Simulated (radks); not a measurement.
Species: the neodymium ion Nd10+. Configuration: [Kr] 4d10 5s2 5p2 (not the ground configuration). All-electron calculation, scalar-relativistic Kohn-Sham, PBE, spin-polarised, spherical densities, finite nucleus; open shells are filled with parallel spins first (spin-orbit coupling, left out, can overturn this in heavy ions); Fermi nuclear charge, rms radius 4.9123 fm. Program: a radial shooting solver on a logarithmic mesh with Libxc functionals.

X-ray form factor f0, the Fourier transform of the density (f0(0) = 50):

sin(theta)/lambda (1/angstrom),f0 (electrons)
0.05,49.675
0.1,48.731
0.15,47.256
0.2,45.377
0.25,43.237
0.3,40.970
0.4,36.466
0.5,32.388
0.6,28.877
0.8,23.397
1,19.610
1.25,16.527
1.5,14.305
2,10.491
